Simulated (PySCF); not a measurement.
Harmonic spectrum computed at PBE in the def2-TZVP basis family (core potentials from Rb on, PySCF, no spin–orbit coupling):

```csv
symmetry,ω (cm⁻¹),IR (km/mol)
a1,306,6.0
b2,845,276
a1,910,36.5
```

Question: Which molecule gave it? In each, all ligands are bound to the one heavy central atom.
A. MoO₂ (triplet)
B. TiO₂ (singlet)
C. NO₂ (doublet)
D. ZrO₂ (singlet)
E. NbO₂ (doublet)

Answer: D. It has C2v symmetry with Zr–O 1.782 Å (×2).
